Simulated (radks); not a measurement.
Question: These are the eigenvalues of the occupied orbitals of an atom or ion with whole-number occupations (eV). Calculated with a radial shooting solver on a logarithmic mesh with Libxc functionals: non-relativistic Kohn-Sham, r2SCAN, spin-polarised, spherical densities, point nucleus; meta-GGA in the generalised Kohn-Sham scheme.

1s up: -3982.421
1s down: -3981.971
2s up: -452.8105
2s down: -452.6250
2p up: -374.5364
2p down: -374.0879
3s up: -81.2698
3s down: -79.3635
3p up: -61.1076
3p down: -59.2804

Which element is it, and in what charge state? The configuration may be excited. Open shells, if any, are filled with parallel spins first.

Answer: Z = 20, calcium, charge +3: Ca3+ in [Ne] 3s2 3p5. The list shows which subshells hold electrons but not how many an open one holds; the 1s level, -146.35 hartree, gives Z - s = 17.1 by -(Z - s)^2/2, which with screening narrows Z to a few neighbours, and the depths of the outer levels then fix element, charge and occupations together.
